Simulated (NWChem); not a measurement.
Species: TiH4S; SMILES [SH][TiH3]

```xyz
6

Ti    -0.0530     0.7742    -0.1113
H     -1.0954     1.1213     1.1759
H      1.5282     1.2429     0.2291
H     -0.5764     1.4967    -1.5398
S     -0.0806    -1.4415    -0.3989
H     -0.9549    -1.3261     0.6459
```
Atoms are numbered in this order, from 1.

Results from NWChem. Pople sets run with spherical d functions. Coordinates come from a PBE0/def2-SVP optimisation. GIAO values for the isolated, static molecule; σ is the absolute isotropic shielding, δ = σ(reference) − σ with the isolated reference molecule computed at the same levels (1H: tetramethylsilane).

```
level                                 σ Ti1 (ppm)  δ H2 (rotor mean) (ppm)  σ S5 (ppm)  δ H6 (ppm)
------------------------------------  -----------  -----------------------  ----------  ----------
PBE0/pcSseg-1                             -2473.2                     9.65      -142.1        6.19
LDA (Slater exchange, VWN5)/pcSseg-1      -2808.9                    10.59      -230.8        6.69
Hartree-Fock/6-31G*                       -1759.1                    11.00       -29.5        4.10
PBE/pcSseg-1                              -2488.1                      ___         ___        6.18
```

### Question
Complete the blanks.

### Answer

- PBE/pcSseg-1, δ H2 (rotor mean) (ppm): 9.73
- PBE/pcSseg-1, σ S5 (ppm): -152.2
